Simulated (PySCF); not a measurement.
C2H6Zn, SMILES [CH3][Zn][CH3].

Geometry optimised at PBE-D3(BJ)/def2-SVP. The isomer is the one that the SMILES or the coordinates give; other isomers of the formula were not compared.

These are PBE-D3(BJ)/def2-SVP in PySCF values and carry that method's errors.

Frequencies are harmonic and unscaled.

A small imaginary wavenumber (i) marks a very flat motion, where grid noise or a shallow saddle decides the sign.

Modes within 1.5 cm⁻¹ of each other (mostly degenerate sets) share a row, with their intensities summed.

```json
[
 {"mode": "1", "ν (cm⁻¹)": "25i", "IR (km/mol)": "0.0", "moving atoms (share of kinetic energy)": "H 100 %"},
 {"mode": "2–3", "ν (cm⁻¹)": "135", "IR (km/mol)": "4.1", "moving atoms (share of kinetic energy)": "C 41 %, H 31 %, Zn 28 %"},
 {"mode": "4", "ν (cm⁻¹)": "496", "IR (km/mol)": "0.0", "moving atoms (share of kinetic energy)": "C 79 %, H 21 %"},
 {"mode": "5", "ν (cm⁻¹)": "594", "IR (km/mol)": "44.5", "moving atoms (share of kinetic energy)": "C 52 %, Zn 31 %, H 17 %"},
 {"mode": "6–7", "ν (cm⁻¹)": "604", "IR (km/mol)": "0.0", "moving atoms (share of kinetic energy)": "H 85 %, C 15 %"},
 {"mode": "8–9", "ν (cm⁻¹)": "690", "IR (km/mol)": "122.1", "moving atoms (share of kinetic energy)": "H 76 %, C 21 %"},
 {"mode": "10", "ν (cm⁻¹)": "1154", "IR (km/mol)": "0.0", "moving atoms (share of kinetic energy)": "H 82 %, C 18 %"},
 {"mode": "11", "ν (cm⁻¹)": "1156", "IR (km/mol)": "4.6", "moving atoms (share of kinetic energy)": "H 79 %, C 20 %"},
 {"mode": "12–13", "ν (cm⁻¹)": "1380", "IR (km/mol)": "0.0", "moving atoms (share of kinetic energy)": "H 95 %"},
 {"mode": "14–15", "ν (cm⁻¹)": "1382", "IR (km/mol)": "5.7", "moving atoms (share of kinetic energy)": "H 96 %"},
 {"mode": "16–17", "ν (cm⁻¹)": "2966", "IR (km/mol)": "24.4", "moving atoms (share of kinetic energy)": "H 97 %"},
 {"mode": "18–21", "ν (cm⁻¹)": "3064", "IR (km/mol)": "37.0", "moving atoms (share of kinetic energy)": "H 91 %, C 9 %"}
]
```
